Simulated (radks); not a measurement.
The numbers below are computed, except where a source is named.
Excited configurations of neutral hydrogen: one electron is placed in a higher orbital outside the bare nucleus. The ground configuration is 1s1. Level of theory: Dirac Kohn-Sham, PBE, spin-unpolarised, spherical densities, point nucleus; open shells fill j = l - 1/2 first (a radial shooting solver on a logarithmic mesh with Libxc functionals). Excitation = E - E(ground); binding = E(ion) - E, where the ion is the core of charge +1; n* = 1/sqrt(2 binding) in atomic units, and the quantum defect is n - n*.

| outer orbital | excitation (eV) | binding (eV) | n* | quantum defect | eigenvalue (eV) | <r> (bohr) |
|---|---|---|---|---|---|---|
| 3s1/2 | 10.855 | 1.633 | 2.886 | 0.114 | -1.005 | 12.85 |
| 3p1/2 | 10.878 | 1.610 | 2.907 | 0.093 | -0.931 | 12.08 |
| 3d3/2 | 10.961 | 1.528 | 2.984 | 0.016 | -0.721 | 10.58 |
| 4s1/2 | 11.530 | 0.958 | 3.768 | 0.232 | -0.619 | 22.58 |
| 4f5/2 | 11.582 | 0.906 | 3.876 | 0.124 | -0.438 | 17.57 |
| 5p1/2 | 11.856 | 0.632 | 4.639 | 0.361 | -0.415 | 34.11 |

The Delta-SCF ionisation energy is 12.488 eV (NIST Atomic Spectra Database: 13.598 eV, theoretical). Self-interaction in the functional shifts the binding energies and quantum defects, so they are the method's values and not measured ones. Spin polarisation and multiplet splitting are left out, so open shells lie too high by an amount that depends on their filling.

Beside tabulated values, note that spin-unpolarised runs miss the spin-polarisation part of the exchange energy of open shells.
